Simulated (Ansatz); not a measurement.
Program: Ansatz. Geometries: PBE0-D4/def2-TZVP. ΔE: electronic, gas phase. CCSD(T)/CBS is the MP2 limit (def2-TZVPP, def2-QZVPP) plus CCSD(T) − MP2 in def2-TZVPP, frozen cores. This one scheme is used for every species. DFT in def2-TZVPP. B3LYP here is the variant with VWN-RPA as its local correlation; programs differ in this. Each species was taken in one conformer, which may not be the lowest.

`OB(O)OB(O)O` + `FC(F)(F)S` → `OB(O)SC(F)(F)F` + `OB(O)O`  (ligand exchange at a B–O bond)

| level | ΔE (kJ/mol) | difference from CCSD(T)/CBS |
| --- | --- | --- |
| PBE0-D4 | 49.7 | -5.8 |
| B3LYP-D4 | 56.1 | 0.6 |
| ωB97X-V | 53.5 | -2.0 |
| ωB97M-V | 54.8 | -0.7 |
| B2PLYP | 57.1 | 1.6 |
| r2SCAN | 51.8 | -3.7 |
| PBE0 | 51.1 | -4.4 |
| B3LYP | 58.9 | 3.4 |
| HF/def2-TZVPP | 73.8 | 18.3 |
| MP2/def2-TZVPP | 51.9 | -3.6 |
| CCSD/def2-TZVPP | 60.3 | 4.8 |
| MP2/def2-QZVPP | 51.7 | -3.8 |
| SCS-MP2/def2-QZVPP | 56.1 | 0.6 |
| HF/CBS(def2) | 75.3 | 19.8 |
| MP2/CBS(def2) | 50.7 | -4.8 |
| CCSD/CBS(def2) | 59.2 | 3.7 |
| CCSD(T)/CBS | 55.5 | 0 |

Largest T1 diagnostic among the species: 0.013.

In def2-TZVPP, CCSD(T) changes the Hartree–Fock value by −17.2 kJ/mol (the triples alone add −3.7 kJ/mol) and MP2 by −21.9 kJ/mol. From PBE to PBE0 (25 % exact exchange), in def2-TZVPP and without D4, ΔE moves by +5.5 kJ/mol.
